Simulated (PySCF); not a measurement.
Isomers of C8H7F3O, one GFN2-xTB conformer each. Single-point energies are computed at PBE0/pcSseg-1 (PySCF, gas phase, no added dispersion term), electronic only.

Task: Rank them by PBE0/pcSseg-1 energy, lowest first (kcal/mol).
A. `[O:1]=[C:2]([C@@H:3]1[C@H:4]2[CH:5]=[CH:6][CH2:7][C@@H:8]12)[C:9]([F:10])([F:11])[F:12]` with O1–C2–C3–C4 34°
B. `[F:1][C:2]([F:3])([F:4])[O:5][C:6]1=[CH:7][CH:8]=[CH:9][CH2:10][CH:11]=[CH:12]1` with C2–O5–C6–C7 6°, C6–C7–C8–C9 -34°, C8–C9–C10–C11 70°, C9–C10–C11–C12 -70°, O5–C6–C12–C11 -153°
C. `[OH:1][c:2]1[cH:3][cH:4][c:5]([CH2:6][C:7]([F:8])([F:9])[F:10])[cH:11][cH:12]1` with H–O1–C2–C3 1°, C4–C5–C6–C7 -86°
D. `[CH2:1]=[C:2]1[CH:3]=[C:4]([C:5]([F:6])([F:7])[F:8])/[C:9]1=[CH:10]/[O:11][CH3:12]` with C9–C10–O11–C12 -179°
E. `[CH2:1]=[C:2]([c:3]1[cH:4][c:5]1=[O:6])[C@H:7]([CH3:8])[C:9]([F:10])([F:11])[F:12]` with C1–C2–C3–C4 -176°, C1–C2–C7–C8 -120°
F. `[F:1][C:2]([F:3])([F:4])[CH2:5][O:6][c:7]1[cH:8][cH:9][cH:10][cH:11][cH:12]1` with C2–C5–O6–C7 82°, C5–O6–C7–C8 -174°

Result: C (0.0), F (15.3), B (39.1), A (39.5), E (67.5), D (79.8).

As drawn, the lowest has an aromatic ring and an O–H bond, which the highest lacks; the highest has a four-membered ring and a C=C bond outside aromatic rings, which the lowest lacks. Neighbours under 2.5 kcal/mol apart (FC(F)(F)OC1=CC=CCC=C1 and O=C([C@@H]1[C@H]2C=CC[C@H]21)C(F)(F)F) can change places with a better method, another conformer or zero-point energy. GFN2-xTB itself gives, in the same order: 0.0, 12.7, 26.3, 36.2, 69.3, 68.5. Both levels put the same isomer lowest; measured from each level's own lowest isomer, the values differ by up to 12.8 kcal/mol (FC(F)(F)OC1=CC=CCC=C1: 26.3 against 39.1).

Task: Which frontier levels, dipoles and rotational constants go with these structures?

Result: 
```
                               SMILES  HOMO (eV, PBE0/pcSseg-1)  LUMO (eV)  dipole (D)       A, B, C (MHz)
                 Oc1ccc(CC(F)(F)F)cc1                     -6.73      -0.48        2.69  2486, 475.8, 448.7
                   FC(F)(F)COc1ccccc1                     -6.84      -0.38        1.84  2260, 521.9, 481.2
                FC(F)(F)OC1=CC=CCC=C1                     -6.90      -1.23        3.30  2245, 551.8, 496.1
O=C([C@@H]1[C@H]2C=CC[C@H]21)C(F)(F)F                     -7.33      -1.62        3.90  2044, 541.4, 521.2
         C=C(c1cc1=O)[C@H](C)C(F)(F)F                     -6.87      -2.16        4.37  1638, 606.9, 572.3
            C=C1C=C(C(F)(F)F)/C1=C/OC                     -6.38      -1.44        2.68  1332, 609.4, 452.1
```
